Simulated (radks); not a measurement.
Spherical jellium clusters: N electrons in a uniform positive sphere of charge N and radius rs N^(1/3), rs = 2.61 bohr. Method: non-relativistic Kohn-Sham, exchange-only LDA, spin-polarised, spherical densities; computed with a radial shooting solver with Libxc functionals. Levels are named by radial order and angular momentum (1s, 1p, 1d, 2s, ...), and open shells are averaged over m.

N = 24, configuration 1s2 1p6 1d10 2s2 1f(up 4, down 0). This is the lowest configuration that the search found. Occupied and some empty levels:

level    occupation  eigenvalue (eV)  <r> (bohr)
1s up             1          -8.1761       4.625
1s down           1          -7.9216       4.349
1p up             3          -6.5291       5.562
1p down           3          -6.0629       5.379
1d up             5          -4.5169       6.290
1d down           5          -3.9145       6.184
2s up             1          -3.7213       5.545
2s down           1          -3.3511       5.591
1f up             4          -2.2640       7.044
1f down           0          -1.5908       7.041
2p up             0          -1.5364       7.500
2p down           0          -1.1326       7.628
2d up             0        -0.067364       12.27

Energy (eV): total -6.42781, kinetic 88.843, external -2421.3, Hartree 1176.7, exchange-correlation -99.827, background 1249.1.
